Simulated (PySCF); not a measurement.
C7H10F2O.
SMILES with atom numbers: `[F:1][CH:2]([F:3])[O:4][CH2:5][CH2:6][CH:7]=[C:8]1[CH2:9][CH2:10]1` (hydrogens: H11 on C2; H12, H13 on C5; H14, H15 on C6; H16 on C7; H17, H18 on C9; H19, H20 on C10)

Method used: PySCF 2.14.0, PBE0-D3(BJ)/def2-SVP geometry optimisation, gas phase.

Q: List the bond lengths, angles and torsions at this level.

A: 
```tsv
bond	length (Å)	order
F1–C2	1.357	single
C2–F3	1.333	single
C2–O4	1.346	single
O4–C5	1.416	single
C5–C6	1.524	single
C6–C7	1.497	single
C7=C8	1.326	double
C8–C9	1.461	single
C9–C10	1.528	single
C8–C10	1.463	single
C2–H11	1.109	single
C5–H12, C5–H13	1.104	single
C6–H14, C6–H15	1.102	single
C7–H16	1.098	single
C9–H17, C9–H18	1.096	single
C10–H19, C10–H20	1.096	single
```

Bonds in one row agree within 0.01 Å and their mean is given. Orders are formal, as drawn. A selection of angles:
```tsv
angle	degrees
F1–C2–F3	107.2
F1–C2–O4	111.5
F3–C2–O4	108.0
C2–O4–C5	116.7
O4–C5–C6	113.6
C5–C6–C7	111.5
C6–C7–C8	124.3
C7–C8–C9	148.9
C7–C8–C10	148.0
C9–C8–C10	63.0
C8–C9–C10	58.5
C8–C10–C9	58.4
```

Torsions: F1–C2–O4–C5 -80° (synclinal); C2–O4–C5–C6 81° (synclinal); O4–C5–C6–C7 179° (antiperiplanar); C5–C6–C7–C8 -118° (anticlinal); C6–C7–C8–C9 -179° (antiperiplanar); C7–C8–C9–C10 178° (antiperiplanar); C7–C8–C10–C9 -178° (antiperiplanar). The mirror-image conformer, all signs reversed, is as good.

The 3-membered ring C8–C9–C10 has internal angles of 58.4° to 63.0°. Of the pairs four or more bonds apart, F1···H15 is among the closest relative to their van der Waals radii: 2.45 Å, 92 % of the sum of Bondi's values. The 2 C–F bonds span 1.333 Å (C2–F3, drawn single) to 1.357 Å (F1–C2, drawn single), a spread of 0.024 Å. The C–O distances run from 1.346 Å (C2–O4, drawn single) to 1.416 Å (O4–C5, drawn single), a spread of 0.070 Å. The C–C distances run from 1.326 Å (C7=C8, drawn double) to 1.528 Å (C9–C10, drawn single), a spread of 0.202 Å.

Point group: C1 (no symmetry element, even within 0.4 Å). Whether it is a minimum is left open (no frequencies). One conformer, not necessarily the lowest.
